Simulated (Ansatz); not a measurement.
```yaml
crystal:
  periodic: [false, false, false]
  atoms:
    - {symbol: C, position_ang: [-0.683614, -0.230597, -1.703454]}
    - {symbol: O, position_ang: [-0.007135, -0.301916, -1.103750]}
    - {symbol: Ti, position_ang: [-0.242690, -0.216531, -0.115154]}
    - {symbol: N, position_ang: [-1.189097, -0.773184, 0.566637]}
    - {symbol: N, position_ang: [-0.415370, 0.785685, 0.055579]}
    - {symbol: C, position_ang: [-0.645096, 1.458967, 0.774723]}
    - {symbol: C, position_ang: [-0.180339, 1.480962, -0.642806]}
    - {symbol: C, position_ang: [1.572501, -0.274945, 0.013439]}
    - {symbol: C, position_ang: [1.040439, -0.194765, 0.714554]}
    - {symbol: C, position_ang: [0.664819, -0.881866, 1.194204]}
    - {symbol: C, position_ang: [0.867607, -1.353713, 0.713211]}
    - {symbol: C, position_ang: [1.362196, -1.197361, -0.129008]}
    - {symbol: H, position_ang: [-1.462143, 0.124923, -1.845266]}
    - {symbol: H, position_ang: [-0.534619, -0.352757, -2.157922]}
    - {symbol: H, position_ang: [-1.076718, -0.864348, -1.577676]}
    - {symbol: H, position_ang: [-0.944012, -1.066115, 1.162304]}
    - {symbol: H, position_ang: [-1.510245, -0.733545, 0.349505]}
    - {symbol: H, position_ang: [-0.668198, 0.752895, 1.368915]}
    - {symbol: H, position_ang: [-0.115718, 1.615855, 1.332981]}
    - {symbol: H, position_ang: [-1.277138, 1.917434, 0.761704]}
    - {symbol: H, position_ang: [0.105999, 1.143946, -1.231777]}
    - {symbol: H, position_ang: [-0.816577, 2.003995, -0.692092]}
    - {symbol: H, position_ang: [0.602740, 1.622373, -0.362135]}
    - {symbol: H, position_ang: [1.818126, 0.199686, -0.588553]}
    - {symbol: H, position_ang: [1.383548, 0.493511, 1.022282]}
    - {symbol: H, position_ang: [0.430978, -0.574805, 1.849151]}
    - {symbol: H, position_ang: [0.681136, -1.845185, 0.781779]}
    - {symbol: H, position_ang: [1.189689, -1.755759, -0.544912]}
basis:
  gaussian: {orbitals: pcseg-2}
hamiltonian: {xc: {name: B2PLYP}}
output: {forces: true}
```

```sh
$ ansatz run in.yaml --threads 11 --pin off --events-out ev --progress --plain --max-ram 174080MiB --backend cuda --devices 0, --max-vram 75GiB
```

Output, abridged:

```
Functional definition: B2PLYP
3511 factors; integrals over basis functions are off by at most 1.0e-3 eV
mean field evaluation 1: about -36135.9770 eV, gradient 3.1e2 eV
mean field evaluation 2: about -36136.7985 eV, gradient 3.1e2 eV
mean field evaluation 4: about -36253.6532 eV, gradient 1.1e2 eV
mean field evaluation 8: about -36275.2823 eV, gradient 2.9e0 eV
mean field evaluation 16: about -36275.3979 eV, gradient 1.5e-1 eV
mean field evaluation 32: about -36275.4017 eV, gradient 7.0e-4 eV
a density is far from that of the atoms, so the factors are made again for it
3604 factors; integrals over basis functions are off by at most 1.0e-3 eV
mean field evaluation 96: about -36275.4017 eV, gradient 4.4e-4 eV
mean field -36275.40167427 eV, -1333.0964231790 hartree, gradient 3.3e-6 eV, S^2 0.000000; 3 other end points of the search recorded, 0 dependent functions left out
16 core orbitals not correlated: weight in the atoms' cores, before any rotation towards them, 0.999 or more for the frozen orbitals, at most 0.000 for the correlated occupied ones
reference -36275.40187012 eV, -1333.0964303764 hartree; 38, 38 occupied and 556, 556 virtual orbitals, 3604 factors
second order -91.11258992 eV of doubles, -0.00000000 eV of singles
Total energy: -36300.00226940 eV, -1334.0004783751 hartree
Atom 0 at    -0.683614    -0.230597    -1.703454 Å, force   -92.415497    51.414202    79.684189 eV/Å
Atom 1 at    -0.007135    -0.301916    -1.103750 Å, force    96.049765    -9.831573   -75.081923 eV/Å
Atom 2 at    -0.242690    -0.216531    -0.115154 Å, force     3.107948   -88.767553    79.335885 eV/Å
Atom 3 at    -1.189097    -0.773184     0.566637 Å, force   247.111314   -42.069481   196.261453 eV/Å
Atom 4 at    -0.415370     0.785685     0.055579 Å, force   -22.315636    53.698471    12.622074 eV/Å
Atom 5 at    -0.645096     1.458967     0.774723 Å, force   -11.518951    11.920675    30.708330 eV/Å
Atom 6 at    -0.180339     1.480962    -0.642806 Å, force     5.197276    39.264439   -20.729665 eV/Å
Atom 7 at     1.572501    -0.274945     0.013439 Å, force    78.365123    41.583593   -68.041695 eV/Å
Atom 8 at     1.040439    -0.194765     0.714554 Å, force   -11.681886    82.554245    49.226052 eV/Å
Atom 9 at     0.664819    -0.881866     1.194204 Å, force   -93.391176   115.937557   215.149741 eV/Å
Atom 10 at     0.867607    -1.353713     0.713211 Å, force    84.594273  -100.459383  -141.576759 eV/Å
Atom 11 at     1.362196    -1.197361    -0.129008 Å, force    31.986780   -38.415230   -40.512448 eV/Å
Atom 12 at    -1.462143     0.124923    -1.845266 Å, force   -11.890051    10.711925    -0.686808 eV/Å
Atom 13 at    -0.534619    -0.352757    -2.157922 Å, force    48.400407   -38.825509  -155.322778 eV/Å
Atom 14 at    -1.076718    -0.864348    -1.577676 Å, force   -19.281974   -28.126033     1.783201 eV/Å
Atom 15 at    -0.944012    -1.066115     1.162304 Å, force     8.686611   -15.676387    31.857008 eV/Å
Atom 16 at    -1.510245    -0.733545     0.349505 Å, force  -303.331078    32.675621  -200.660208 eV/Å
Atom 17 at    -0.668198     0.752895     1.368915 Å, force    -5.244658    -5.196470    12.154882 eV/Å
Atom 18 at    -0.115718     1.615855     1.332981 Å, force    19.446460     9.418215    16.341511 eV/Å
Atom 19 at    -1.277138     1.917434     0.761704 Å, force   -21.665650    15.800265    -0.064845 eV/Å
Atom 20 at     0.105999     1.143946    -1.231777 Å, force    12.302427   -10.230890   -31.809202 eV/Å
Atom 21 at    -0.816577     2.003995    -0.692092 Å, force   -13.154508    15.105756    -4.461513 eV/Å
Atom 22 at     0.602740     1.622373    -0.362135 Å, force    17.075056     9.066255     4.197935 eV/Å
Atom 23 at     1.818126     0.199686    -0.588553 Å, force     8.643497    14.581582   -15.017454 eV/Å
Atom 24 at     1.383548     0.493511     1.022282 Å, force     6.266584    20.634297    11.944141 eV/Å
Atom 25 at     0.430978    -0.574805     1.849151 Å, force   -10.574119     7.979116    26.233935 eV/Å
Atom 26 at     0.681136    -1.845185     0.781779 Å, force   -44.855534  -124.252316    13.511384 eV/Å
Atom 27 at     1.189689    -1.755759    -0.544912 Å, force    -5.912803   -30.495388   -27.046420 eV/Å
Dipole moment:    -0.808792     0.234476    -0.852689 e Å
```

**Question.** Something in this input is off. What?

**Answer.** The geometry is squeezed to about two thirds of its size. The calculation finished and met its thresholds. The result belongs to that input, not to the molecule as meant.
